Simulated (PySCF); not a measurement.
C2H9N3Si, SMILES C/C=N/[SiH](N)N. The structure is a stationary point at PBE0-D3(BJ)/def2-SVP. The structure was generated by enumeration; whether it is a known compound was not checked. One conformer was computed; it need not be the lowest.

Give the equilibrium geometry at PBE0-D3(BJ)/def2-SVP (PySCF confirms it by a frequency run) as bond lengths and angles. (An estimate is asked for; the answer gives what the named calculation found.)

One answer among several that fit: 
Atoms: C1 C2 N3 Si4 N5 N6 H7 H8 H9 H10 H11 H12 H13 H14 H15. Bond lengths (Å): C1–C2 1.495, C1–H7 1.103, C1–H8 1.098, C1–H9 1.103, C2–N3 1.265, C2–H10 1.118, N3–Si4 1.762, Si4–N5 1.717, Si4–N6 1.719, Si4–H11 1.505, N5–H12 1.012, N5–H13 1.012, N6–H14 1.013, N6–H15 1.014. Bond angles (°): C2–C1–H7 110.3, C2–C1–H8 110.3, C2–C1–H9 110.3, H7–C1–H8 109.8, H7–C1–H9 106.4, H8–C1–H9 109.7, C1–C2–N3 123.5, C1–C2–H10 114.2, N3–C2–H10 122.3, C2–N3–Si4 122.3, N3–Si4–N5 103.4, N3–Si4–N6 115.8, N3–Si4–H11 108.0, N5–Si4–N6 107.8, N5–Si4–H11 117.8, N6–Si4–H11 104.4, Si4–N5–H12 121.9, Si4–N5–H13 120.0, H12–N5–H13 112.6, Si4–N6–H14 120.4, Si4–N6–H15 119.6, H14–N6–H15 111.7.
